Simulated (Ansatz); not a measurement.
`C=[C]([SiH3])[GaH2]` + `CBN` → `CB[NH][GaH2]` + `C=C[SiH3]` at 600 K and 1 bar (ligand exchange at a Ga–C bond).

Calculated with Ansatz (gas phase, PBE0-D4/def2-TZVP geometries, no zero-point term in ΔE). CCSD(T)/CBS adds triple-zeta CCSD(T) − MP2 to the extrapolated MP2 energy (def2 sets, frozen cores). For Ga outer-core shells are correlated without core-valence functions, which leaves a few kJ/mol of doubt a bond. Scalar relativity is left out up to krypton. One conformer a species, not always the lowest.

```csv
species,CCSD(T)/CBS energy (Eh),H − E (kJ/mol),S (J/(mol·K))
`C=[C]([SiH3])[GaH2]`,-2293.28821,249.5,451.4
`CBN`,-121.21267,244.5,338.1
`CB[NH][GaH2]`,-2045.75396,270.7,428.8
`C=C[SiH3]`,-368.76077,221.4,355.7
```

H − E and S are ideal-gas, rigid-rotor, harmonic terms from PBE0-D4/def2-TZVP, for one conformer and one mirror image of each species. 1 Eh = 2625.50 kJ/mol, R = 8.31446 J/(mol·K).

**Question.** By hand: ΔE, ΔH, ΔS and ΔG.

**Answer.** ΔE = (-2045.75396) + (-368.76077) − (-2293.28821) − (-121.21267) = -0.01385 Eh = -36.4 kJ/mol. Δ(H − E) = 270.7 + 221.4 − 249.5 − 244.5 = -1.9, so ΔH = -38.3 kJ/mol. ΔS = 428.8 + 355.7 − 451.4 − 338.1 = -5.0 J/(mol·K). ΔG = -38.3 − 600 × (-5.0)/1000 = -35.3 kJ/mol.

**Question.** By hand: the equilibrium constant, and the temperature at which ΔG would vanish if ΔH and ΔS stayed fixed.

**Answer.** log₁₀ K = −ΔG/(RT ln 10) = 3.1. ΔG = 0 at ΔH/ΔS = 7660 K, far beyond where these terms or the molecules hold.

The number of gas molecules stays the same, so ΔS is small and ΔH decides. A doubt of 5 kJ/mol in ΔE shifts log₁₀ K by 0.4 here. Other conformers and mirror images would add mixing entropy, several J/(mol·K) or more a flexible species. These are equilibria of isolated gas molecules and say nothing of rates. Largest T1 diagnostic: 0.013 (customary marks: 0.02 for closed shells, 0.045 for open ones).
